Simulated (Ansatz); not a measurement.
`CNB(C)[SiH3]` + NH₃ → `CB(N)[SiH3]` + CH₃NH₂ at 500 K and 1 bar (ligand exchange at a B–N bond).

Program: Ansatz. Geometries: PBE0-D4/def2-TZVP. ΔE: electronic, gas phase. CCSD(T)/CBS adds triple-zeta CCSD(T) − MP2 to the extrapolated MP2 energy (def2 sets, frozen cores). This one scheme is used for every species. Each species was taken in one conformer, which may not be the lowest.

| species | CCSD(T)/CBS energy (Eh) | H − E (kJ/mol) | S (J/(mol·K)) |
| --- | --- | --- | --- |
| `CNB(C)[SiH3]` | -450.73419 | 374.9 | 455.8 |
| NH₃ | -56.50880 | 108.2 | 211.8 |
| `CB(N)[SiH3]` | -411.48616 | 291.5 | 403.7 |
| CH₃NH₂ | -95.75281 | 191.8 | 270.3 |

H − E and S are ideal-gas, rigid-rotor, harmonic terms from PBE0-D4/def2-TZVP, for one conformer and one mirror image of each species. 1 Eh = 2625.50 kJ/mol, R = 8.31446 J/(mol·K).

Task: By hand: ΔE, ΔH, ΔS and ΔG.

Result: ΔE = (-411.48616) + (-95.75281) − (-450.73419) − (-56.50880) = 0.00402 Eh = 10.6 kJ/mol. Δ(H − E) = 291.5 + 191.8 − 374.9 − 108.2 = 0.2, so ΔH = 10.8 kJ/mol. ΔS = 403.7 + 270.3 − 455.8 − 211.8 = 6.4 J/(mol·K). ΔG = 10.8 − 500 × (6.4)/1000 = 7.6 kJ/mol.

Task: By hand: the equilibrium constant, and the temperature at which ΔG would vanish if ΔH and ΔS stayed fixed.

Result: log₁₀ K = −ΔG/(RT ln 10) = -0.8. ΔG = 0 at ΔH/ΔS = 1688 K, though so small a ΔS makes that figure unsure.

The number of gas molecules stays the same, so ΔS is small and ΔH decides. A doubt of 5 kJ/mol in ΔE shifts log₁₀ K by 0.5 here. Other conformers and mirror images would add mixing entropy, several J/(mol·K) or more a flexible species. Modes under 60 cm⁻¹, often nearly free rotors, make the harmonic entropy too high. These are equilibria of isolated gas molecules and say nothing of rates. Largest T1 diagnostic: 0.013 (customary marks: 0.02 for closed shells, 0.045 for open ones).
